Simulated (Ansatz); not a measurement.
System: CH₂Br₃Si (charge -1, singlet). It need not be the lowest isomer of its formula. Whether it binds its extra electron was not tested at this geometry. 
Structure (B3LYP-D3(BJ)/def2-TZVP (Ansatz, a first-principles code) minimum search):
```xyz
7

Si    -0.7434    -0.0129    -0.1081
C     -2.4544    -0.0285    -0.2807
Br     0.0474     1.9947     0.6642
Br     0.8261    -0.3533    -1.8726
Br     0.0131    -1.6269     1.3323
H     -2.9568    -0.9823    -0.4026
H     -2.9397     0.8280    -0.7366
```
Charge -1, spin multiplicity 1.

Basis-set convergence of Hartree-Fock and CCSD(T) correlation energies (hartree) with Ansatz. Cores are frozen in the correlated levels unless marked. Spin-orbit coupling is left out. The frozen core is the preceding noble-gas configuration, with the filled d and f shells of earlier blocks. Non-relativistic.

```json
[
 {"basis": "def2-SVPD", "functions": "183", "E(HF)": "-8044.30929", "E(corr, CCSD(T))": "-0.70389", "rough core time": "25 s"},
 {"basis": "def2-TZVPPD", "functions": "290", "E(HF)": "___", "E(corr, CCSD(T))": "___", "rough core time": "90 s"}
]
```

Task: Some entries are withheld; supply them.

Result: 
- def2-TZVPPD, E(HF): -8045.39509
- def2-TZVPPD, E(corr, CCSD(T)): -0.87921
